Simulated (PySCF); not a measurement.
C4H9, charge -1, singlet, at a GFN2-xTB geometry (in this run its highest filled SCF level lies above zero, so its values depend strongly on the basis, on diffuse functions most of all). Base run: M062X/6-31G, TDA run with PySCF.

Input for PySCF:
```python
from pyscf import gto, scf, dft, tdscf

mol = gto.Mole()
mol.atom = '''
    C     0.00366132   -0.00257993    0.50987381
    C     0.00604899    1.42125247   -0.05700883
    H    -0.00171725    1.48743097   -1.17683124
    H    -0.87186003    1.98005613    0.29102195
    H     0.89392380    1.97203055    0.27830152
    C     1.22682796   -0.71573222   -0.07658806
    H     1.27104904   -0.74055799   -1.19724426
    H     2.15487708   -0.23527963    0.25807796
    H     1.26497933   -1.76050060    0.25675066
    C    -1.23425894   -0.70454644   -0.05885878
    H    -1.29484415   -0.72889586   -1.17875997
    H    -1.27709886   -1.74894672    0.27506338
    H    -2.15298495   -0.21570016    0.28911112
'''
mol.basis = '6-31g'
mol.charge = -1
mol.verbose = 4
mol.build()

mf = dft.RKS(mol)
mf.xc = 'm062x'
mf.kernel()
td = mf.TDA()
td.nstates = 5
td.kernel()
td.analyze()
```

Each row names what was changed in the base input (with any setting that the change needs).

| change | first excitation (eV) | oscillator strength of the first | second (eV) | core-seconds (rough) |
|---|---|---|---|---|
| base | 4.16 | 0.016 | 5.88 | 30 |
| functional = b3lyp | 3.67 | 0.014 | 5.31 | 10 |
| nstates = 2 | 4.16 | 0.016 | 5.88 | 50 |
| guess vectors = 13 for 5 states | 4.16 | 0.016 | 5.88 | 40 |
| functional = camb3lyp | 4.09 | 0.015 | 5.77 | 20 |
| basis = 6-31G* | 4.38 | 0.016 | 6.09 | 60 |
| functional = pbe0 | 3.89 | 0.016 | 5.56 | 10 |
| conv_tol = 1e-3 | 4.16 | 0.016 | 5.88 | 20 |
| functional = wb97x | 4.41 | 0.018 | 6.15 | 20 |
| response = full linear response | 4.14 | 0.013 | 5.88 | 100 |
| functional = hf | 5.88 | 0.025 | 7.62 | 1 |

An iterative solver can miss low states, so a row lists the states that it found.
